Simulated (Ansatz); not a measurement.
W₂O₅⁻, relaxed as a doublet with UKS PBE-D4/def2-SVPD in Ansatz, starting from the GFN1-xTB geometry. Force threshold 0.02 eV/Å.

In the def2 sets W takes a core potential; there is no spin–orbit coupling. The relaxation made no stability test and no search for a lower SCF solution. No other spin state of charge -1 was run. The structure comes from a short search, and lower isomers may exist.

Start:

```xyz
7

W     1.140   -0.571    0.527
W    -1.269    0.423   -0.341
O    -1.344    2.124   -0.201
O    -0.647   -0.746    0.940
O    -1.873   -0.319   -1.765
O     1.973   -1.397   -0.715
O     2.021    0.486    1.554
```

| step | energy (eV) | largest force component (eV/Å) | SCF passes |
| --- | --- | --- | --- |
| 1 | -13881.1263 | 3.175 | 29 |
| 2 | -13881.6376 | 1.079 | 34 |
| 3 | -13881.7301 | 1.504 | 35 |
| 4 | -13881.8197 | 0.331 | 35 |
| 5 | -13881.8277 | 0.041 | 32 |
| 6 | -13881.8281 | 0.064 | 25 |
| 7 | -13881.8285 | 0.028 | 25 |
| 8 | -13881.8285 | 0.005 | 27 |

Force components are those of the run's own axes.

End:

```xyz
7

W     1.184   -0.633    0.632
W    -1.393    0.392   -0.328
O    -1.543    2.116   -0.081
O    -0.708   -0.816    1.028
O    -1.723   -0.106   -1.971
O     2.001   -1.588   -0.584
O     2.182    0.635    1.304
```

By distances, no bond broke or formed. The bond that changes most is W2–O4, from 1.84 to 1.94 Å (atoms count from 1). The end is the same structure that another start reached, the lowest one found.

No frequencies were taken in this run, so the end may be a saddle point.

Run time 30 s (4 threads of Arm Neoverse V2 on a shared host).
